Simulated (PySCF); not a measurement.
Calculated properties of `CCCN(C)[SiH3]`

Species: C₄H₁₃NSi.
Bonds: C1–C2, C2–C3, C3–N4, N4–C5, N4–Si6. Hydrogens: H7, H8, H9 on C1; H10, H11 on C2; H12, H13 on C3; H14, H15, H16 on C5; H17, H18, H19 on Si6.

**GFN2-xTB geometry**

| Item | Value |
| --- | --- |
| Point group of the GFN2-xTB geometry | C1 |
| Rotational constants A, B, C of the GFN2-xTB geometry | 4.639, 1.507, 1.267 GHz |

From CAM-B3LYP/def2-SVPD ground state and vertical TDDFT (core frozen in the response) (PySCF):

| Item | Value |
| --- | --- |
| Dipole moment | 0.94 D |
| HOMO energy | -7.59 eV |
| LUMO energy | 1.21 eV |
| HOMO–LUMO gap | 8.80 eV |
| Lowest singlet excitation | 5.76 eV (215 nm, f = 0.003) |
| Strongest line among the 8 lowest singlet transitions | S2 at 6.44 eV (192 nm, f = 0.031) |
| Lowest triplet excitation (Tamm–Dancoff) | 5.58 eV |
| Static isotropic polarisability | 83.9 au |
| Electronic spatial extent ⟨r²⟩ about the centre of nuclear charge | 1033 bohr² |

**PBE0/pcSseg-1 ground state and GIAO shieldings, non-relativistic (PySCF)**

| Quantity | Value |
| --- | --- |
| Lowest Hirshfeld atomic charge | -0.17 e on N4 |
| Highest Hirshfeld atomic charge | +0.34 e on Si6 |
| 13C chemical shifts (computed TMS as zero) by class | 61.2 (C3), 40.1 (C5), 24.1 (C2), 13.1 (C1) ppm |
| 1H chemical shifts (computed TMS as zero) by class | 4.67 (H17/H18/H19), 2.81 (H12/H13), 2.72 (H14/H15/H16), 1.48 (H10/H11), 0.91 (H7/H8/H9) ppm |
| Isotropic shieldings of nuclei other than C and H, by class | 244 (N4), 398 (Si6) ppm |
| Mayer bond orders between heavy atoms | C1–C2 1.06, C2–C3 1.01, C3–N4 0.96, N4–C5 0.96, N4–Si6 0.99 |

Monoisotopic mass (most abundant isotopes): 103.0817 u.

The principal polarisabilities are 74.6, 82.8 and 94.4 au; their mean is the isotropic value. The largest Löwdin shares of the HOMO are 0.53 on N4, 0.09 on C5, 0.08 on Si6 and 0.07 on C3. With B = h/(8π²I), that is 505.379 GHz u Å² over I, the principal moments of inertia are 109.0, 335.4 and 399.0 u Å² (most abundant isotopes); the inertial defect Ic − Ia − Ib is -45.4 u Å² (zero for a rigid planar frame, negative otherwise). No computed singlet falls in the visible range (750 to 380 nm, 1.65 to 3.26 eV); S1 lies 2.50 eV above its blue end.

The structure is a single GFN2-xTB conformer in the gas phase; no vibrational or solvent corrections. NMR classes are plain means over equivalent atoms (diastereotopic ones count apart unless rotation or inversion swaps them), as if these changed places fast; in this geometry the members of some classes differ.

For the NMR shielding job (PBE0/pcSseg-1), the run took 18 s on x86-64 server, one thread, no GPU, shared host.

Conformer computed: `[CH3:1][CH2:2][CH2:3][N:4]([CH3:5])[SiH3:6]`: C1–C2–C3–N4 -178°, C2–C3–N4–C5 -74°.
